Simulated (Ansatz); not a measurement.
CH$_{6}$BNO (`NCBO`). The species carries charge 0 and has multiplicity 1. Geometry: relaxed with PBE0-D4/def2-TZVP. It is one conformer, not always the lowest.

```xyz
10

N    -1.482   -0.574    0.403
C    -0.253   -0.481   -0.375
B     0.677    0.691    0.089
O     1.681    1.081   -0.733
H    -1.280   -0.560    1.394
H    -1.978   -1.435    0.211
H     0.368   -1.398   -0.359
H    -0.502   -0.328   -1.432
H     0.544    1.224    1.163
H     2.224    1.781   -0.363
```

Question: What is the dipole moment at B3LYP/def2-TZVPP? (Estimate.)

Answer: Computed: 1.52 D, with components (1.21, -0.19, 0.91) D in this frame, pointing from negative to positive charge.

Question: And with PBE, r2SCAN, ωB97M-V? (An estimate is asked.)

Answer: Computed: PBE 1.47 D, r2SCAN 1.49 D, ωB97M-V 1.53 D.

Question: Give the Mulliken charges with B3LYP, PBE, r2SCAN in def2-TZVPP. (Best estimate.)

Answer: The calculation gave: 
| atom | B3LYP | PBE | r2SCAN |
| --- | --- | --- | --- |
| N1 | -0.34 | -0.34 | -0.37 |
| C2 | -0.10 | -0.13 | -0.05 |
| B3 | 0.11 | 0.10 | 0.19 |
| O4 | -0.26 | -0.22 | -0.29 |
| H5 | 0.12 | 0.14 | 0.13 |
| H6 | 0.12 | 0.13 | 0.13 |
| H7 | 0.08 | 0.08 | 0.05 |
| H8 | 0.09 | 0.09 | 0.06 |
| H9 | -0.03 | -0.05 | -0.06 |
| H10 | 0.20 | 0.20 | 0.22 |

B3LYP here is the variant with VWN-RPA as its local correlation; programs differ in this.
